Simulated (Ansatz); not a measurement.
Ansatz (a first-principles code) input:

Ansatz 0.2 input:
```yaml
crystal:
  periodic: [false, false, false]
  atoms:
    - {symbol: B, position_ang: [0.56080700, 0.13987295, -0.05969400]}
    - {symbol: Cl, position_ang: [1.05643205, 1.75895882, -0.43321594]}
    - {symbol: Cl, position_ang: [1.73919811, -1.11760325, 0.12984194]}
    - {symbol: N, position_ang: [-0.78616793, -0.15065470, 0.08817483]}
    - {symbol: H, position_ang: [-1.51161793, 0.53935590, -0.01103847]}
    - {symbol: H, position_ang: [-1.13039093, -1.07096326, 0.30436945]}
basis:
  gaussian:
    orbitals: def2-TZVP
hamiltonian:
  xc: b3lyp
  dispersion: d3bj
relax: {f_tol: 0.002, max_steps: 150}
```

Question: What final total energy does it print?

Answer: -1001.44573 Eh (B3LYP-D3(BJ)/def2-TZVP). The basis has 148 functions. The run takes very roughly 20 core-seconds.
